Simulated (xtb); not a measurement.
BrGe, doublet, at a GFN2-xTB geometry; GFN0-xTB (xtb 6.7.1).

Here is a job for xtb.
```
$ xtb mol.xyz --gfn 0 --uhf 1 --grad --json

# file mol.xyz
2

Ge    -0.00000000    -0.00000000    -1.22365226
Br     0.00000000     0.00000000     1.11876778
```

### Question
Predict the main parts of the log of this xtb run.

### Answer

```
   ID    Z sym.   atoms
    1   32 Ge     1
    2   35 Br     2

           -------------------------------------------------
          |                Calculation Setup                |
           -------------------------------------------------

           -------------------------------------------------
          |                 G F N 0 - x T B                 |
           -------------------------------------------------

          ...................................................
          :                      SETUP                      :
          :.................................................:
          :  # basis functions                  20          :
          :  # atomic orbitals                  18          :
          :  # shells                            6          :
          :  # electrons                        11          :
          :  electronic temp.          300.0000000     K    :
          :  accuracy                    1.0000000          :
          :  -> integral cutoff          0.2500000E+02      :
          :  -> integral neglect         0.1000000E-07      :
          ...................................................

         :::::::::::::::::::::::::::::::::::::::::::::::::::::
         ::                     SUMMARY                     ::
         :::::::::::::::::::::::::::::::::::::::::::::::::::::
         :: total energy              -5.609051770834 Eh    ::
         :: gradient norm              0.030450339219 Eh/a0 ::
         :: HOMO-LUMO gap              0.000000000000 eV    ::
         ::.................................................::
         :: H0 energy                 -5.531881125327 Eh    ::
         :: repulsion energy           0.003238509077 Eh    ::
         :: electrostat energy        -0.080156375798 Eh    ::
         :: -> Gsolv                   0.000000000000 Eh    ::
         ::    -> Gsasa                0.000000000000 Eh    ::
         ::    -> Gshift               0.000000000000 Eh    ::
         :: dispersion energy         -0.000252778786 Eh    ::
         :: short-range corr.          0.000000000000 Eh    ::
         :: add. restraining           0.000000000000 Eh    ::
         :: total charge               0.000000000000 e     ::
         :::::::::::::::::::::::::::::::::::::::::::::::::::::

           -------------------------------------------------
          |                Property Printout                |
           -------------------------------------------------

[...]
         5        2.0000           -0.4323573             -11.7650
         6        0.5000           -0.3193374              -8.6896 (HOMO)
         7        0.5000           -0.3193374              -8.6896 (LUMO)
         8                         -0.2117502              -5.7620
         9                         -0.0590089              -1.6057
        10                         -0.0590089              -1.6057
        11                         -0.0332488              -0.9047
        12                         -0.0332488              -0.9047
        13                         -0.0191401              -0.5208
        14                         -0.0191401              -0.5208
        15                          0.0404897               1.1018
        16                          0.1486397               4.0447
        17                          0.1486397               4.0447
        18                          0.7975916              21.7036
      -------------------------------------------------------------
                  HL-Gap            0.0000000 Eh            0.0000 eV
             Fermi-level            0.0000000 Eh            0.0000 eV

     #   Z          covCN         q      C6AA      α(0)
     1  32 Ge       0.837     0.401   303.799    36.791
     2  35 Br       0.837    -0.401   191.671    22.336

 Mol. C6AA /au·bohr⁶  :        964.307336
 Mol. C8AA /au·bohr⁸  :      75877.882074
 Mol. α(0) /au        :         59.127378

Wiberg/Mayer (AO) data.
largest (>0.10) Wiberg bond orders for each atom

 ---------------------------------------------------------------------------
     #   Z sym  total        # sym  WBO       # sym  WBO       # sym  WBO
 ---------------------------------------------------------------------------
     1  32 Ge   1.689 --     2 Br   1.689
     2  35 Br   1.689 --     1 Ge   1.689
 ---------------------------------------------------------------------------

Topologies differ in total number of bonds
Writing topology from bond orders to xtbtopo.mol

 dipole moment from electron density (au)
     X       Y       Z
   0.0000   0.0000  -0.0157  total (Debye):    0.040

           -------------------------------------------------
          | TOTAL ENERGY               -5.609051770834 Eh   |
          | GRADIENT NORM               0.030450339219 Eh/α |
          | HOMO-LUMO GAP               0.000000000000 eV   |
           -------------------------------------------------

normal termination of xtb
```
